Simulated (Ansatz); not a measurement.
Ansatz results at the PBE0-D4/def2-TZVP geometry: HOMO–LUMO gap (ωB97M-V/def2-TZVPP) 12.52 eV; HOMO energy (PBE0/def2-TZVPP) -8.06 eV; HOMO–LUMO gap (B3LYP/def2-TZVPP) 7.32 eV.

Each molecule was computed in one conformer, which needn't be the lowest.

Question: Which molecule gave them?
A. `[F][Ge]([SH])([SH])[SH]`
B. `[F][GeH2][Cl]`
C. `CC(=O)[O][GeH]([O]C(C)=O)[O]C(C)=O`
D. `[CH3][Ge]([OH])([F])[Cl]`

Answer: C. The others give `[CH3][Ge]([OH])([F])[Cl]`: 13.25, -9.24, 8.46; `[F][Ge]([SH])([SH])[SH]`: 10.59, -7.81, 5.90; `[F][GeH2][Cl]`: 13.12, -9.22, 8.36.

B3LYP here is the variant with VWN-RPA as its local correlation; programs differ in this.
